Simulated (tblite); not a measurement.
Species: C7H12N (doublet state).
SMILES with atom numbers: `[CH3:1][C@@:2]12[CH:3][NH:4][CH2:5][C@@H:6]1[CH2:7][CH2:8]2` (hydrogens: H9, H10, H11 on C1; H12 on C3; H13 on N4; H14, H15 on C5; H16 on C6; H17, H18 on C7; H19, H20 on C8)

Structure used (GFN2-xTB), in Å, numbered top down from 1:
```xyz
20
C7H12N angstrom
C     -1.8310   -1.0320   -0.0175
C     -0.4846   -0.3794    0.2616
C      0.6316   -1.3468    0.3806
N      1.7676   -0.8454   -0.2555
C      1.3734    0.1032   -1.2791
C      0.0504    0.6582   -0.7592
C      0.1570    1.7002    0.3669
C     -0.5120    0.7337    1.3530
H     -2.1198   -1.6599    0.8225
H     -2.5981   -0.2755   -0.1681
H     -1.7729   -1.6524   -0.9094
H      0.7666   -2.0128    1.2124
H      2.4861   -1.5115   -0.5050
H      1.2325   -0.3800   -2.2578
H      2.1392    0.8776   -1.3848
H     -0.6283    0.9338   -1.5639
H      1.1854    1.9432    0.6254
H     -0.3904    2.6237    0.1882
H     -1.5199    1.0275    1.6385
H      0.0620    0.5054    2.2482
```

Calculated harmonic vibrations of the isolated species, GFN2-xTB (tblite), most abundant isotopes, no scaling. Errors from tens to a few hundred cm⁻¹ against measured bands are possible. One conformer, not necessarily the lowest. Open shells enter through the occupations alone, without spin polarisation, and single modes of such species can be off by tens of per cent.

Harmonic wavenumbers (cm⁻¹): 78.6, 181.7, 188.6, 246.2, 327.2, 354.5, 394.0, 454.1, 588.2, 617.1, 649.0, 759.9, 803.0, 854.1, 902.5, 920.1, 949.2, 971.4, 1003.4, 1012.1, 1047.1, 1092.6, 1114.8, 1120.6, 1132.0, 1153.1, 1180.9, 1192.3, 1213.2, 1230.3, 1248.7, 1256.3, 1272.8, 1298.4, 1332.2, 1396.8, 1399.1, 1463.0, 1479.4, 1484.3, 1494.4, 1497.2, 2845.8, 2942.0, 2989.8, 2997.7, 3010.9, 3012.2, 3018.9, 3025.7, 3027.9, 3033.1, 3121.5, 3390.6.

A = 2899, B = 2281, C = 1779 MHz; mass 110.097 u (most abundant isotopes); point group C1, symmetry number 1; spin multiplicity 2.

Problem. What is the zero-point energy?

Solution. Half the sum of the wavenumbers: 38385 cm⁻¹ = 459.19 kJ/mol.

Problem. Entropy at 200 K, 1 bar (ideal gas, RRHO, classical rotation)?

Solution. Translation 159.19, rotation 110.94, vibration 42.35, spin (R ln 2) 5.76: S = 318.2 J/(mol K).

Problem. And Cp and H(200 K) − H(0)?

Solution. Cp = 93.62 J/(mol K), of which vibrations give 60.36 (their classical limit is 54 R = 449.0); H(200 K) − H(0) = 11.84 kJ/mol without the zero-point energy, 5.19 from vibrations.

Problem. What must be added to the electronic energy to get the Gibbs energy at 200 K and 1 bar?

Solution. ZPE + [H(200 K) − H(0)] − T·S = 459.19 + 11.84 − 63.65 = 407.38 kJ/mol.

Problem. How do the functions run with temperature in this model?

Solution. 
| T (K) | S (J/(mol K)) | Cp (J/(mol K)) | H − H(0) (kJ/mol) | G − H(0) (kJ/mol) | ln q(vib) |
| --- | --- | --- | --- | --- | --- |
| 150 | 294.1 | 75.3 | 7.62 | -36.49 | 1.23 |
| 250 | 341.3 | 114.6 | 17.03 | -68.30 | 2.78 |
| 298.15 | 363.4 | 137.0 | 23.08 | -85.27 | 3.62 |
| 400 | 410.4 | 185.0 | 39.50 | -124.67 | 5.53 |
| 600 | 500.9 | 261.4 | 84.62 | -215.90 | 9.70 |
| 900 | 621.8 | 333.8 | 174.84 | -384.79 | 16.22 |

q(vib) and H(0) count from the zero-point level.

Hindered rotation and anharmonicity are outside this model. Other conformers, if any are populated, would add a mixing term that is left out. The structure is chiral; the term R ln 2 for an equal mix with its mirror image is left out.
